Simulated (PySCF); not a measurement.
## Continuum solvent and chemical shifts

Mapped SMILES: `[CH3:1][O:2][SiH:3]([CH3:4])[O:5][CH3:6]`. Hydrogens are named by the atom that carries them.

GIAO PBE0/pcSseg-1 in PySCF 2.14 on one PBE0-D3(BJ)/def2-SVP conformer, non-relativistic, equivalent nuclei averaged. Solvents enter as an IEF-PCM continuum (cyclohexane with ε = 2.0, dimethylsulfoxide with ε = 46.8) around the gas-phase geometry. Shifts are referred to TMS computed in the same medium.

In cyclohexane, δ in ppm: C1/C6 51.3, C4 -4.2, Si3 -8.2, H(Si3) 4.54, H(C1)/H(C6) 3.63, H(C4) 0.14. Dipole moment 0.99 D.

Task: How does each δ change in the more polar medium?

Result: 
| atoms | environment | Δδ, dimethylsulfoxide |
| --- | --- | --- |
| C1/C6 | methyl carbon bonded to O | +0.7 |
| C4 | methyl carbon bonded to Si | +0.2 |
| Si3 | silicon bonded to C, 2 O, H | +0.8 |
| H(Si3) | hydrogen on a silicon bonded to C, 2 O | -0.05 |
| H(C1)/H(C6) | hydrogen on a methyl carbon bonded to O | +0.06 |
| H(C4) | hydrogen on a methyl carbon bonded to Si | +0.06 |

Changes are relative to cyclohexane. The dipole moment becomes 1.13 D in dimethylsulfoxide.

Task: Which nuclei move most (in ppm), and what does the model miss?

Result: C1/C6 (methyl carbon bonded to O, +0.7 ppm) and Si3 (silicon bonded to C, 2 O, H, +0.8 ppm) in dimethylsulfoxide. A continuum only polarises the solute; specific hydrogen bonds, the anisotropy of aromatic solvents and changes of geometry or conformer are outside it.
